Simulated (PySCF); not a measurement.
A PySCF script (with the pyscf-properties extension) for the NMR shieldings of SMILES [SiH3]C[Si@@](B)(O)C#CC, C4H11BOSi2, on a GFN2-xTB geometry:

```python
import basis_set_exchange as bse
import numpy as np
from pyscf import gto, dft
from pyscf.prop import nmr

atoms = """
B    -0.897329    2.198538    0.093455
Si   -0.274668    0.422386    0.624002
O    -0.318270    0.130328    2.247051
C     1.473924    0.149959    0.022043
C     2.600296   -0.008292   -0.377283
C     3.953778   -0.202499   -0.852717
C    -1.319981   -1.038265   -0.037254
Si   -3.133668   -1.023830    0.502795
H    -0.966036    3.086325    0.853523
H    -1.195434    2.437319   -1.011333
H     0.170904    0.667000    2.863400
H     4.660270    0.270080   -0.170150
H     4.067415    0.239760   -1.842626
H     4.180660   -1.266815   -0.912182
H    -0.860599   -1.973506    0.280217
H    -1.269682   -1.025851   -1.126100
H    -3.761212    0.239608    0.082767
H    -3.267893   -1.160005    1.952875
H    -3.852278   -2.132987   -0.139290
"""
names = dict.fromkeys(["B", "Si", "O", "C", "H"], "pcSseg-1")
basis = {el: gto.basis.parse(bse.get_basis(n, elements=[el], fmt="nwchem")) for el, n in names.items()}
mol = gto.M(atom=atoms, basis=basis, charge=0, verbose=0)
mf = dft.RKS(mol, xc="PBE0")
mf.grids.level = 2
mf.grids.alignment = dft.numint.BLKSIZE   # the property module wants whole blocks of grid points
mf.conv_tol = 1e-9
mf.kernel()

calc = nmr.RKS(mf)   # GIAO
C = mf.mo_coeff
Co = C[:, mf.mo_occ > 0]
resp = mf.gen_response(singlet=True, hermi=2)
def vind(x):   # induced exchange potential for any number of trial vectors
    d = np.einsum("pi,xij,qj->xpq", C, 2 * x.reshape(-1, C.shape[1], Co.shape[1]), Co, optimize=True)
    return np.einsum("xpq,pi,qj->xij", resp(d - d.transpose(0, 2, 1)), C, Co, optimize=True).ravel()
mo1, _ = nmr.rhf.solve_mo1(calc, with_cphf=vind)
sigma = calc.kernel(mo1)
for i, s in enumerate(sigma):   # ppm
    print("%2d %-2s %9.2f" % (i, mol.atom_pure_symbol(i), np.trace(s) / 3))
```

Question: Give the expected output.

Answer: 
```
 0 B     -13.83
 1 Si    370.77
 2 O     300.37
 3 C     100.07
 4 C      72.31
 5 C     180.84
 6 C     188.25
 7 Si    424.79
 8 H      21.55
 9 H      21.53
10 H      30.63
11 H      29.70
12 H      29.71
13 H      29.63
14 H      31.17
15 H      31.83
16 H      28.20
17 H      27.67
18 H      27.63
```

These numbers come from an equivalent density-fitted implementation of the same equations, which agrees with the script to about 0.01 ppm for H and up to a few tenths of a ppm for heavy atoms, so last digits may differ.

Size and cost of the density-fitted run: 205 basis functions, 46 s wall time on 1 thread of an Arm Neoverse V1, shared host; peak memory 0.92 GiB.
